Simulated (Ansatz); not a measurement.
Molecule: C₆H₇, charge 0, multiplicity 2. It need not be the lowest isomer of its formula. 
Coordinates optimised at B3LYP-D3(BJ)/def2-TZVP (Ansatz, a program for electronic structure):
```
C
C 1 1.3828
C 2 1.3938 1 95.39
H 3 1.0815 2 136.09 1 -169.66
C 2 1.5277 1 94.86 3 -157.22
H 5 1.0897 2 115.61 1 -107.62
H 5 1.0899 6 109.16 2 132.65
C 1 1.5362 2 92.45 3 149.52
H 8 1.0918 1 117.10 2 125.93
H 8 1.0928 9 108.57 1 -131.25
C 1 1.5521 2 91.23 3 0.08
H 11 1.0917 1 117.25 2 -118.59
H 11 1.0930 12 109.01 1 131.84
```
Charge 0, spin multiplicity 2.

Basis-set convergence of Hartree-Fock and CCSD correlation energies (hartree) with Ansatz. Correlated levels leave the core frozen unless marked. UHF or UKS for open shells. Spin-orbit coupling is left out. No relativistic terms.

The UHF reference is spin-contaminated (<S^2> 0.25 over the pure value in the largest basis). 

| basis | functions | E(HF) | E(corr, CCSD) |
|---|---|---|---|
| cc-pVDZ | 119 | -231.12247 | -0.83320 |
| cc-pVTZ | 278 | -231.17916 | -0.98774 |
| cc-pVQZ | 540 | -231.19320 | -1.03588 |

Extrapolating the two largest sets (X = 3 and 4) as X^-3: E(corr) = (64·(-1.03588) - 27·(-0.98774))/37 = -1.0710 Eh, an estimate of the basis-set limit. The largest set recovers 96.7 % of it, the smallest 77.8 %.
